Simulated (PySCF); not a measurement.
## Ne (neon, neutral) across methods

[Ne], closed-shell 1S. All numbers are calculated (PySCF 2.14, the spin-free X2C one-electron Hamiltonian (Gaussian nucleus), in aug-cc-pVQZ-DK). The B2PLYP total includes its PT2 part (frozen core); its orbital energies are those of the SCF part.

| method | E (hartree) | mean ε 1s (eV) | mean ε 2s (eV) | mean ε 2p (eV) | Σ⟨r²⟩ (bohr²) | ⟨S²⟩ |
| --- | --- | --- | --- | --- | --- | --- |
| BLYP | -129.1093 | -831.49 | -36.296 | -13.359 | 9.882 | 0.000 |
| PBE | -129.0023 | -830.54 | -36.416 | -13.336 | 9.834 | 0.000 |
| wB97M-V | -129.0833 | -849.96 | -43.504 | -18.571 | 9.743 | 0.000 |
| r2SCAN | -129.0695 | -837.59 | -38.403 | -13.972 | 9.635 | 0.000 |
| UHF | -128.68096 | -892.91 | -52.693 | -23.131 | 9.379 | 0.000 |
| LDA | -128.3654 | -825.51 | -36.133 | -13.544 | 9.854 | 0.000 |
| B2PLYP | -129.0699 | -864.26 | -45.167 | -18.739 | 9.575 | 0.000 |
| r2SCANh | -129.0649 | -843.13 | -39.869 | -14.965 | 9.598 | 0.000 |

Question: Estimate the same row for PBE0.

Answer: E (hartree) = -129.0072; mean ε 1s (eV) = -846.19; mean ε 2s (eV) = -40.707; mean ε 2p (eV) = -15.986; Σ⟨r²⟩ (bohr²) = 9.660; ⟨S²⟩ = 0.000.
